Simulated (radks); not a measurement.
Excited configurations of Te I: one electron is placed in a higher orbital outside [Kr] 4d10 5s2 5p3. The ground configuration is [Kr] 4d10 5s2 5p4. All-electron calculation, Dirac Kohn-Sham, BLYP, spin-unpolarised, spherical densities, point nucleus; open shells fill j = l - 1/2 first. Program: a radial shooting solver on a logarithmic mesh with Libxc functionals. Excitation = E - E(ground); binding = E(ion) - E, where the ion is the core of charge +1; n* = 1/sqrt(2 binding) in atomic units, and the quantum defect is n - n*.

outer orbital  excitation (eV)  binding (eV)     n*  eigenvalue (eV)  <r> (bohr)
5d3/2                    7.253         1.947  2.643           -0.525       7.558
6s1/2                    5.824         3.376  2.008           -1.763       6.360
6p1/2                    6.975         2.225  2.473           -1.070       8.437
7s1/2                    7.554         1.646  2.875           -0.933       13.02
7f5/2                    8.799         0.401  5.826           -0.266       62.13

The Delta-SCF ionisation energy is 9.200 eV (NIST Atomic Spectra Database: 9.010 eV, measured). Self-interaction in the functional shifts the binding energies and quantum defects, so they are the method's values and not measured ones. Spin polarisation and multiplet splitting are left out, so open shells lie too high by an amount that depends on their filling.

Beside tabulated values, note that spin-unpolarised runs miss the spin-polarisation part of the exchange energy of open shells.
